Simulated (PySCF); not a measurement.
C₄H₁₀InN, singlet (GFN2-xTB optimised geometry):

```
16

In    -0.209    -0.556     0.000
H     -1.014    -2.050    -0.401
C     -1.415     1.302     0.000
H     -2.407     1.132     0.416
H     -1.530     1.704    -1.007
H     -0.905     2.050     0.608
C      2.008    -0.556     0.000
H      2.406    -0.431    -1.007
H      2.407    -1.482     0.412
H      2.360     0.277     0.610
C     -1.236    -2.865     4.074
C     -0.837    -1.922     3.078
N     -0.513    -1.155     2.293
H     -2.119    -2.497     4.594
H     -0.426    -3.008     4.789
H     -1.468    -3.816     3.595
```

Level of theory: CAM-B3LYP/def2-TZVP, def2 effective core potentials past Kr (PySCF).

What are the frontier orbital energies and the dipole moment?

HOMO-2 -10.78 eV, HOMO-1 -7.87 eV, HOMO -7.68 eV, LUMO 0.77 eV, LUMO+1 0.86 eV; dipole moment 6.58 D.

On the same geometry PBE/def2-TZVP, def2 effective core potentials past Kr run with PySCF gives HOMO-2 -7.94 eV, HOMO-1 -5.40 eV, HOMO -5.28 eV, LUMO -1.39 eV, LUMO+1 -1.26 eV; dipole moment 6.38 D.
